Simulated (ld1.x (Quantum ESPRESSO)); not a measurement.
tellurium (Te), TM: configuration errors across variants

```
Element                 : Te
Generator               : ld1.x (Quantum ESPRESSO) 7.5
Type                    : norm-conserving Troullier–Martins (Kleinman–Bylander form)
Functional              : PBE
Relativity              : scalar-relativistic
Frozen core             : [Ar] 3d10
Valence charge          : 24
Reference configuration : 4s2 4p6 4d10 5s2 5p4
Partial waves           : 4s (bound): rc 1.05 bohr; 4p (bound): rc 1.30 bohr; 4d (bound): rc 0.90 bohr; 4f channel at 0.35 Ry: rc 1.30 bohr
Local potential         : all-electron potential smoothed inside 1.05 bohr (lloc = -1)
Core correction         : none
```

Occupied shells without a wave of their own: 5p, 5s. They enter only through the test configuration that unscreens the potential.

All-electron excitation energies from the reference (eV): (1) 4s2 4p6 4d10 5s2 5p3 9.729; (2) 4s2 4p6 4d10 5s2 5p2 27.653; (3) 4s2 4p6 4d10 5s2 5p1 54.551; (4) 4s2 4p6 4d10 5s0 5p6 18.701; (5) 4s2 4p6 4d10 5s2 5p0 91.034; (6) 4s1 4p6 4d10 5s2 5p4 173.358; (7) 4s2 4p6 4d10 5s1 5p4 19.571.

For the base: The 5p, 5s levels have no wave, so the channel is fitted at the deeper level alone: the likely source of the large errors.

On the changes marked as counting shells twice: ld1.x takes every shell without a wave as core, so the model core holds the marked electrons as well and exchange and correlation see them twice. This cancels in the reference configuration, but the file is broken for other ones, and its errors say nothing about a proper core correction.

The overlap operator is not positive definite (basis up to 400 Ry) in “type PAW; waves now 4s (bound): rcut 1.00, rcutus 1.05 bohr; 5s (bound): rcut 1.00, rcutus 1.05 bohr; 4p (bound): rcut 1.15, rcutus 1.30 bohr; 5p (bound): rcut 1.15, rcutus 1.30 bohr; 4d (bound): rcut 0.80, rcutus 0.90 bohr; 4d channel at -2.6 Ry: rcut 0.80, rcutus 0.90 bohr; 4f channel at 0.35 Ry: rcut 1.15, rcutus 1.30 bohr; 4f channel at 1 Ry: rcut 1.15, rcutus 1.30 bohr; local potential all-electron potential smoothed inside 0.95 bohr (lloc = -1); core correction a·sin(br)/r model core, default radius (ld1.x builds one for every PAW set, though the input has nlcc=.false.); augmentation PSQ, inside the norm-conserving radii”. Such files are unfit for use, however small their errors in these radial tests.

4 further variants failed, have other tests or another functional or relativity, and are left out.

The file “base” misses its own reference levels by 1.6 eV. The file “wave 4s (bound): rc 1.05 bohr becomes 4s (bound): rc 0.66 bohr” misses its own reference levels by 0.8 eV. The file “wave 4d (bound): rc 0.90 bohr becomes 4d (bound): rc 1.12 bohr” misses its own reference levels by 1.6 eV. The file “wave 4f channel at 0.35 Ry: rc 1.30 bohr becomes 4f channel at 0.35 Ry: rc 1.80 bohr” misses its own reference levels by 1.6 eV. The file “core correction full core density, not smoothed (it rises at the typed radius of 1.04 bohr, so ld1.x skipped the fit) (5p, 5s counted twice)” misses its own reference levels by 1.6 eV. The file “wave 4f channel at 0.35 Ry: rc 1.30 bohr becomes 4f channel at 0.24 Ry: rc 1.30 bohr” misses its own reference levels by 1.6 eV.

Errors AE − PS in meV (a dash: test not solved or not reliable):

| change | (1) | (2) | (3) | (4) | (5) | (6) | (7) | bound ghosts |
| --- | --- | --- | --- | --- | --- | --- | --- | --- |
| base | -396 | -978 | -1753 | -2766 | -2739 | +165 | -1843 | none |
| wave 4s (bound): rc 1.05 bohr becomes 4s (bound): rc 0.66 bohr | -394 | -971 | -1743 | -947 | -2735 | +109 | -898 | none |
| type PAW; waves now 4s (bound): rcut 1.00, rcutus 1.05 bohr; 5s (bound): rcut 1.00, rcutus 1.05 bohr; 4p (bound): rcut 1.15, rcutus 1.30 bohr; 5p (bound): rcut 1.15, rcutus 1.30 bohr; 4d (bound): rcut 0.80, rcutus 0.90 bohr; 4d channel at -2.6 Ry: rcut 0.80, rcutus 0.90 bohr; 4f channel at 0.35 Ry: rcut 1.15, rcutus 1.30 bohr; 4f channel at 1 Ry: rcut 1.15, rcutus 1.30 bohr; local potential all-electron potential smoothed inside 0.95 bohr (lloc = -1); core correction a·sin(br)/r model core, default radius (ld1.x builds one for every PAW set, though the input has nlcc=.false.); augmentation PSQ, inside the norm-conserving radii | -1.7 | -5.3 | -11 | +0.9 | -20 | -40 | -1.6 | not determined (overlap not positive) |
| wave 4d (bound): rc 0.90 bohr becomes 4d (bound): rc 1.12 bohr | -396 | -978 | -1753 | -2765 | -2739 | +162 | -1843 | none |
| wave 4f channel at 0.35 Ry: rc 1.30 bohr becomes 4f channel at 0.35 Ry: rc 1.80 bohr | -396 | -978 | -1753 | -2766 | -2739 | +165 | -1843 | none |
| core correction full core density, not smoothed (it rises at the typed radius of 1.04 bohr, so ld1.x skipped the fit) (5p, 5s counted twice) | -508 | -1465 | -2943 | -2952 | -5021 | +85 | -1942 | none |
| wave 4f channel at 0.35 Ry: rc 1.30 bohr becomes 4f channel at 0.24 Ry: rc 1.30 bohr | -396 | -978 | -1753 | -2766 | -2739 | +165 | -1843 | none |

Problem. Give the same row for: wave 4p (bound): rc 1.30 bohr becomes 4p (bound): rc 1.84 bohr.

Solution. -356, -882, -1582, -2838, -2474, +170, -1839; bound ghosts: none.
